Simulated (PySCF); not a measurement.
A GIAO shielding run with PySCF 2.14 (density fitting, non-relativistic, gas phase) on `F[C@@H]1COC[Si@]12C=CCC2`, C7H11FOSi:

```
$ OMP_NUM_THREADS=1 python probes_run.py task.json out

{"job": {"kind": "nmr", "xc": "PBE0", "basis": "pcSseg-1"}, "charge": 0, "multiplicity": 1}
F      1.632410     2.215104     0.538817
C      1.551545     0.866829     0.842734
C      2.767684     0.131676     0.274581
O      2.453856    -1.218093     0.056674
C      1.281215    -1.347257    -0.739259
Si     0.079107    -0.020993    -0.036705
C     -0.996337     0.953090    -1.217999
C     -2.278110     0.735119    -0.942691
C     -2.642516    -0.196249     0.169002
C     -1.415127    -0.531048     1.028141
H      1.529224     0.808949     1.934541
H      3.626549     0.142643     0.947513
H      3.047194     0.624012    -0.669652
H      0.962230    -2.383439    -0.641421
H      1.530512    -1.165544    -1.793726
H     -0.686021     1.606302    -2.015682
H     -3.090805     1.180619    -1.500409
H     -3.440240     0.241396     0.773574
H     -3.050901    -1.108109    -0.276837
H     -1.425666    -1.576137     1.324837
H     -1.444721     0.058073     1.943496
```

Hardware: 1 thread of an Arm Neoverse N1, shared host. The job also computes population analyses, field gradients, ring-centre shieldings.

(1) How large is the calculation?

(2) How long does it take, and how much memory does it need?

Results:

(1) 84 electrons, 232 basis functions and 1222 auxiliary functions.

(2) 96 s of wall time, with 14 SCF cycles and 4 response iterations; peak memory 1.1 GiB. Times on a shared host scatter by some tens of per cent.
